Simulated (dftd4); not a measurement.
BCl3 (SMILES ClB(Cl)Cl), singlet, geometry from GFN2-xTB; D4 for bp86 in dftd4.

Input for dftd4:
```
$ dftd4 mol.xyz --func bp86 --charge 0 --json dftd4.json --noedisp

# file mol.xyz
4

B     -0.00012924     0.00017465    -0.01065182
Cl     0.02666439     1.72290836     0.02897049
Cl     1.47887022    -0.88426276    -0.03139692
Cl    -1.50549659    -0.83869697     0.00555932
```

The log (banner, timings and long lists left out):

```
                    ____  _____ _____     ____  _  _
      -------------|  _ \|  ___|_   _|---|  _ \| || |------------
     |             | | | | |_    | | ___ | | | | || |_           |
     |             | |_| |  _|   | ||___|| |_| |__   _|          |
     |             |____/|_|     |_|     |____/   |_|            |
     |             ===================================           |
     |            E. Caldeweyher, S. Ehlert & S. Grimme          |
     |          Mulliken Center for Theoretical Chemistry        |
     |                    University of Bonn                     |
      -----------------------------------------------------------

Rational (Becke-Johnson) damping: bp86-D4-ATM
---------------------
  s6         1.0000
  s8         3.3550
  s9         1.0000
  a1         0.4365
  a2         4.9241
 alp        16.0000
--------------------

Dispersion energy:      -6.9733575689546E-03 Eh

[Info] JSON dump of results written to 'dftd4.json'
```
